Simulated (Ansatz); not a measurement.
The first iterations of a band of C2H8B2Si (13 atoms, charge 0, multiplicity 1).

Theory: RKS r2SCAN-D4/def2-SVP in Ansatz.

```json
{"movable images": "7", "climbing image": "yes", "spring": "5.0 eV/Å²", "optimiser": "quadratic models (default)", "start path": "IDPP", "force threshold": "0.05 eV/Å", "iteration limit": "43", "end points": "relaxed"}
```

Initial state:

```xyz
13
Properties=species:S:1:pos:R:3
Si -2.188 -0.122 0.664
B -0.538 1.042 0.800
B 0.686 0.412 0.017
C 1.440 0.090 -1.327
C 1.852 -0.640 -0.094
H -1.986 -1.368 -0.143
H -2.642 -0.542 2.030
H -3.306 0.648 0.026
H -0.620 2.064 1.436
H 2.087 0.882 -1.721
H 0.865 -0.439 -2.096
H 2.793 -0.367 0.397
H 1.578 -1.694 0.024
```

Final state:

```xyz
13
Properties=species:S:1:pos:R:3
Si -2.184 -0.126 0.675
B -0.536 1.041 0.804
B 0.687 0.413 0.016
C 1.855 -0.635 -0.103
C 1.430 0.091 -1.334
H -1.981 -1.375 -0.128
H -2.633 -0.542 2.044
H -3.307 0.636 0.037
H -0.620 2.065 1.436
H 1.587 -1.690 0.021
H 2.800 -0.357 0.379
H 0.850 -0.441 -2.097
H 2.072 0.884 -1.734
```

| iteration | highest image above the first end (eV) | largest band force component (eV/Å) |
| --- | --- | --- |
| 1 | 1.664 | 3.883 |
| 2 | 1.129 | 1.285 |
| 3 | 1.053 | 0.414 |
| 4 | 1.044 | 0.307 |

Problem. Does the band converge within its limit, and where does its top end?

Solution. The run converged. It ended after 12 iterations with the highest image 1.040 eV above the first end. A vibrational analysis at the climbing image gives 2 clearly imaginary modes (458i, 90i cm⁻¹): a point of higher order, so a lower path passes nearby.

The run took 6.1 min on 2 threads of Arm Neoverse V1, on a shared host, peak memory 0.17 GiB.
